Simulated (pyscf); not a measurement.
Optimised with ωB97X-D3(BJ)/def2-SVP in PySCF.

Q: For `[Cl][CH2][HfH]([Cl])[Cl]` → `[CH3][Hf]([Cl])([Cl])[Cl]`, a concerted two-bond exchange (singlet surface; C–Cl, H–Hf broken, C–H, Cl–Hf formed), PBE/def2-TZVP gives ΔE‡ = 0.45 eV and ΔE = -2.61 eV (zero: the reactant's lowest minimum found). In which direction and how far do B3LYP-D3(BJ)/def2-TZVP, PBE0-D3(BJ)/def2-TZVP, ωB97M-D3(BJ)/def2-TZVP move these?

A: B3LYP-D3(BJ): ΔE‡ = 0.47 eV, ΔE = -2.68 eV; PBE0-D3(BJ): ΔE‡ = 0.57 eV, ΔE = -2.65 eV; ωB97M-D3(BJ): ΔE‡ = 0.62 eV, ΔE = -2.64 eV. PBE's barrier lies under all of them, by 0.02 to 0.17 eV. Its reaction energy lies over all of them, by 0.03 to 0.07 eV. What is counted as formed (Cl–Hf) is already present as a longer contact in the reactant adduct; forming that adduct is a step of its own. Cl–CH₂–HfH(Cl)–Cl is closed by a dative Cl–Hf contact. One saddle was located; it need not be the lowest between these sides. Elements past Kr carry the def2 core potentials, without spin-orbit coupling.
